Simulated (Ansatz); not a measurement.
`Cc1ccc(O)cc1C`. The species carries charge 0 and has multiplicity 1.

| atom | x (Å) | y (Å) | z (Å) |
| --- | --- | --- | --- |
| C1 | 1.732 | -0.700 | 1.367 |
| C2 | 0.496 | -0.486 | 0.548 |
| C3 | -0.502 | -1.448 | 0.508 |
| C4 | -1.657 | -1.278 | -0.241 |
| C5 | -1.823 | -0.113 | -0.973 |
| O6 | -2.924 | 0.128 | -1.731 |
| C7 | -0.835 | 0.862 | -0.946 |
| C8 | 0.319 | 0.690 | -0.197 |
| C9 | 1.367 | 1.759 | -0.187 |
| H10 | 1.701 | -1.665 | 1.874 |
| H11 | 1.851 | 0.075 | 2.131 |
| H12 | 2.636 | -0.675 | 0.751 |
| H13 | -0.377 | -2.362 | 1.080 |
| H14 | -2.421 | -2.049 | -0.253 |
| H15 | -3.524 | -0.619 | -1.662 |
| H16 | -0.983 | 1.766 | -1.526 |
| H17 | 2.325 | 1.381 | -0.557 |
| H18 | 1.547 | 2.132 | 0.826 |
| H19 | 1.074 | 2.604 | -0.811 |

**Question.** Give the diagnostics of a CCSD(T)/def2-TZVPP run (frozen core, Ansatz 0.2.0). (Estimate.)

**Answer.** The calculation gave: T1 = 0.0107, largest single amplitude 0.018, largest double 0.072, (T) share of the correlation energy 4.7 %, 9 CCSD cycles. The RHF solution is unstable towards an unrestricted one. T1 lies under the customary mark of 0.02 for closed shells.
